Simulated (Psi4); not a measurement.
silole (C₄H₆Si), singlet, geometry from GFN2-xTB; B3LYP5/6-31G* in Psi4.

The Psi4 input:
```
memory 2 GB

molecule mol {
0 1
  C    -1.206386    0.785748   -0.411091
  C     0.027106    1.290884   -0.293763
  Si    1.213557   -0.072862    0.247381
  C    -0.238140   -1.278214    0.250744
  C    -1.352771   -0.632096   -0.110587
  H    -2.074203    1.359000   -0.708668
  H     0.246039    2.326892   -0.492070
  H     1.789556    0.148960    1.574571
  H     2.232005   -0.390415   -0.754786
  H    -0.234511   -2.327584    0.494420
  H    -2.327536   -1.094718   -0.188616
}

set basis 6-31g*
set reference rks
set scf_type pk
set puream true
set d_convergence 1e-8
set dft_radial_points 99
set dft_spherical_points 590

energy('b3lyp5')
print_variables()
```

Problem. Predict the main parts of the log of this Psi4 run.

Solution. 
```
   => Loading Basis Set <=

    Name: 6-31G*
    Role: ORBITAL
    Keyword: BASIS

         ---------------------------------------------------------
                                   SCF
               by Justin Turney, Rob Parrish, Andy Simmonett
                          and Daniel G. A. Smith
                              RKS Reference
         ---------------------------------------------------------

  ==> Geometry <==

    Molecular point group: c1
    Full point group: C1

    Geometry (in Angstrom), charge = 0, multiplicity = 1:

       Center              X                  Y                   Z               Mass
    ------------   -----------------  -----------------  -----------------  -----------------
         C           -1.210503926998     0.785995276950    -0.411930499698    12.000000000000
         C            0.022988073002     1.291131276950    -0.294602499698    12.000000000000
         SI           1.209439073002    -0.072614723050     0.246541500302    27.976926534650
         C           -0.242257926998    -1.277966723050     0.249904500302    12.000000000000
         C           -1.356888926998    -0.631848723050    -0.111426499698    12.000000000000
         H           -2.078320926998     1.359247276950    -0.709507499698     1.007825032230
         H            0.241921073002     2.327139276950    -0.492909499698     1.007825032230
         H            1.785438073002     0.149207276950     1.573731500302     1.007825032230
         H            2.227887073002    -0.390167723050    -0.755625499698     1.007825032230
         H           -0.238628926998    -2.327336723050     0.493580500302     1.007825032230
         H           -2.331653926998    -1.094470723050    -0.189455499698     1.007825032230

  Running in c1 symmetry.

  Rotational constants: A =      0.23335  B =      0.15887  C =      0.09779 [cm^-1]
  Rotational constants: A =   6995.80528  B =   4762.66921  C =   2931.53494 [MHz]
  Nuclear repulsion =  201.467676887593541

  Charge       = 0
  Multiplicity = 1
  Electrons    = 44
  Nalpha       = 22
  Nbeta        = 22

  ==> Algorithm <==

  SCF Algorithm Type is PK.
  DIIS enabled.
  MOM disabled.
  Fractional occupation disabled.
  Guess Type is SAD.
  Energy threshold   = 1.00e-06
  Density threshold  = 1.00e-08
  Integral threshold = 1.00e-12

  ==> Primary Basis <==

  Basis Set: 6-31G*
    Blend: 6-31G*
    Number of shells: 44
    Number of basis functions: 86
    Number of Cartesian functions: 91
    Spherical Harmonics?: true
    Max angular momentum: 2

  ==> DFT Potential <==

   => LibXC <=

    Version 7.1.2
    S. Lehtola, C. Steigemann, M. J. T. Oliveira, and M. A. L. Marques,  SoftwareX 7, 1–5 (2018) (10.1016/j.softx.2017.11.002)

   => Composite Functional: B3LYP5 <=

    B3LYP5 Hyb-GGA Exchange-Correlation Functional

    P. J. Stephens, F. J. Devlin, C. F. Chabalowski, and M. J. Frisch,  J. Phys. Chem. 98, 11623 (1994) (10.1021/j100096a001)

    Deriv               =              1
    GGA                 =           TRUE
    Meta                =          FALSE

    Exchange Hybrid     =           TRUE
    MP2 Hybrid          =          FALSE

   => Exchange Functionals <=

    0.0800   Slater exchange
    0.7200         Becke 88

   => Exact (HF) Exchange <=

    0.2000               HF

   => Correlation Functionals <=

    0.1900   Vosko, Wilk & Nusair (VWN5)
    0.8100   Lee, Yang & Parr

   => LibXC Density Thresholds  <==

    XC_HYB_GGA_XC_B3LYP5:  1.00E-15

   => Molecular Quadrature <=

    Radial Scheme          =       TREUTLER
    Pruning Scheme         =           NONE
    Nuclear Scheme         =       TREUTLER

    Blocking Scheme        =         OCTREE
    BS radius alpha        =              1
    Pruning alpha          =              1
    Radial Points          =             99
    Spherical Points       =            590
    Total Points           =         603795
    Total Blocks           =           4309
[...]
      Number of atomic orbitals:        91
      Number of basis functions:        86

      Integral cutoff                 1.00e-12
      Number of threads:                 1

  Performing in-core PK
  Using 13998822 doubles for integral storage.
  We computed 465080 shell quartets total.
  Whereas there are 490545 unique shell quartets.

  ==> DiskJK: Disk-Based J/K Matrices <==

    J tasked:                  Yes
    K tasked:                  Yes
    wK tasked:                  No
    Schwarz Cutoff:          1E-12

  Minimum eigenvalue in the overlap matrix is 1.9393509723E-03.
  Reciprocal condition number of the overlap matrix is 3.5071411534E-04.
    Using symmetric orthogonalization.

  ==> Pre-Iterations <==

  SCF Guess: Superposition of Atomic Densities via on-the-fly atomic UHF (no occupation information).

   -------------------------
    Irrep   Nso     Nmo
   -------------------------
     A         86      86
   -------------------------
    Total      86      86
   -------------------------

  ==> Iterations <==

                        Total Energy        Delta E     RMS |[F,P]|

   @RKS iter SAD:  -444.84541515693007   -4.44845e+02   0.00000e+00
   @RKS iter   1:  -444.97762506147484   -1.32210e-01   8.74894e-03 DIIS/ADIIS
   @RKS iter   2:  -444.78822341296302    1.89402e-01   1.09242e-02 DIIS/ADIIS
   @RKS iter   3:  -445.31226399738824   -5.24041e-01   5.00703e-04 DIIS/ADIIS
   @RKS iter   4:  -445.31351035544719   -1.24636e-03   1.21048e-04 DIIS/ADIIS
   @RKS iter   5:  -445.31359102794261   -8.06725e-05   2.55694e-05 DIIS
   @RKS iter   6:  -445.31359393896696   -2.91102e-06   5.25019e-06 DIIS
   @RKS iter   7:  -445.31359396792016   -2.89532e-08   4.49788e-06 DIIS
   @RKS iter   8:  -445.31359405233138   -8.44112e-08   6.10629e-07 DIIS
   @RKS iter   9:  -445.31359405392112   -1.58974e-09   4.71529e-08 DIIS
   @RKS iter  10:  -445.31359405393403   -1.29035e-11   5.09841e-09 DIIS
  Energy and wave function converged.

  ==> Post-Iterations <==

   Electrons on quadrature grid:
      Ntotal   =   44.0000002753 ; deviation = 2.753e-07

    Orbital Energies [Eh]
    ---------------------

    Doubly Occupied:

[...]
      22A     -0.221084

    Virtual:

[...]
      86A      3.010833

    Final Occupation by Irrep:
              A
    DOCC [    22 ]
    NA   [    22 ]
    NB   [    22 ]

  @RKS Final Energy:  -445.31359405393403

   => Energetics <=

    Nuclear Repulsion Energy =            201.4676768875935409
    One-Electron Energy =               -1010.0591727850222696
    Two-Electron Energy =                 399.3970727171691806
    DFT Exchange-Correlation Energy =     -36.1191708736743990
    Empirical Dispersion Energy =           0.0000000000000000
    VV10 Nonlocal Energy =                  0.0000000000000000
    Total Energy =                       -445.3135940539340254

Computation Completed

Properties will be evaluated at   0.000000,   0.000000,   0.000000 [a0]

Properties computed using the SCF density matrix

 Multipole Moments:

 ------------------------------------------------------------------------------------
     Multipole            Electronic (a.u.)      Nuclear  (a.u.)        Total (a.u.)
 ------------------------------------------------------------------------------------

 L = 1.  Multiply by 2.5417464519 to convert [e a0] to [Debye]
 Dipole X            :          0.2256502           -0.3423934           -0.1167433
 Dipole Y            :         -0.0135492            0.0205587            0.0070095
 Dipole Z            :          0.0460004           -0.0697970           -0.0237966
 Magnitude           :                                                    0.1193499

 ------------------------------------------------------------------------------------

  Variable Map:
  ----------------------------------------------------------------------------
[...]
  Array Variable Map:
  ----------------------------------------------------------------------------
[...]
[...]
```
